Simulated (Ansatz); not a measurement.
Consider the isomerisation: `C=[C](O)[GaH2]` → `[GaH2][CH]1CO1`.

Calculated with Ansatz (gas phase, PBE0-D4/def2-TZVP geometries, no zero-point term in ΔE). CBS: MP2 limit from def2 TZ/QZ plus the TZ coupled-cluster correction, frozen cores. Functionals use def2-TZVPP. B3LYP here is the variant with VWN-RPA as its local correlation; programs differ in this. For Ga outer-core shells are correlated without core-valence functions, which leaves a few kJ/mol of doubt a bond. Scalar relativity is left out up to krypton. Each species was taken in one conformer, which may not be the lowest.

Question: Is it downhill or uphill in electronic energy at CCSD(T)/CBS, and by how much? (An estimate is asked.)

Answer: Ansatz gave: Uphill: ΔE = +82.8 kJ/mol.

Question: What do these levels give: LDA (SPW92), r2SCAN-D4, B3LYP-D4, r2SCAN0-D4, PBE, revPBE, B3LYP, BHLYP, LC-ωPBE, CCSD(T)/def2-TZVPP, HF/CBS(def2), MP2/CBS(def2)? (An estimate is asked.)

Answer: Ansatz gave: LDA (SPW92) 74.8, r2SCAN-D4 76.8, B3LYP-D4 87.3, r2SCAN0-D4 74.5, PBE 73.1, revPBE 71.5, B3LYP 85.9, BHLYP 85.1, LC-ωPBE 57.9, CCSD(T)/def2-TZVPP 79.1, HF/CBS(def2) 88.8, MP2/CBS(def2) 77.0 kJ/mol.

Largest T1 diagnostic among the species: 0.013.

In def2-TZVPP, CCSD(T) changes the Hartree–Fock value by −9.4 kJ/mol (the triples alone add +1.1 kJ/mol) and MP2 by −15.1 kJ/mol. From BLYP to BHLYP (50 % exact exchange), in def2-TZVPP and without D4, ΔE moves by −3.6 kJ/mol.
